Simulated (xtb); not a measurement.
ammonium (H₄N), SMILES [NH4+], charge +1. All values are semi-empirical tight-binding results from xtb (GFN2-xTB unless named), good for trends rather than for accurate numbers. The structure is a stationary point at GFN2-xTB.

Optimised geometry:

Bonded distances (Å): N1–H2 1.030, N1–H3 1.030, N1–H4 1.030, N1–H5 1.030. Bond angles (°): H2–N1–H3 109.5, H2–N1–H4 109.5, H2–N1–H5 109.5, H3–N1–H4 109.5, H3–N1–H5 109.5, H4–N1–H5 109.5.
Charge +1, spin multiplicity 1.

Computed properties:
* **point group as xtb finds it**: Td
* **orbital gap**: 14.58 eV
* **zero-point energy**: 28.5 kcal/mol
* **G − E(el) at 298.15 K (modified RRHO)**: 17.7 kcal/mol
* **static polarisability (D4 model)**: 12.8 bohr³
* **solvation energy, GFN2-xTB/ALPB(water)**: -86.4 kcal/mol
* **solvation energy, GFN2-xTB/ALPB(chcl3)**: -64.0 kcal/mol

Q: Give the IR lines (harmonic; lines under 4 % of the strongest left out, lines within 3 cm⁻¹ merged). (An estimate is asked for; the answer gives what the named calculation found.)

A: ν (cm⁻¹): 1339 (vs), 3267 (s) (against the strongest line: vs over 80 %, s over 45 %, m over 15 %, w over 4 %, vw less)

Q: Give the atomic charges. (An estimate is asked for; the answer gives what the named calculation found.)

A: charges (e) N1 -0.22, H2 0.31, H3 0.31, H4 0.31, H5 0.31.
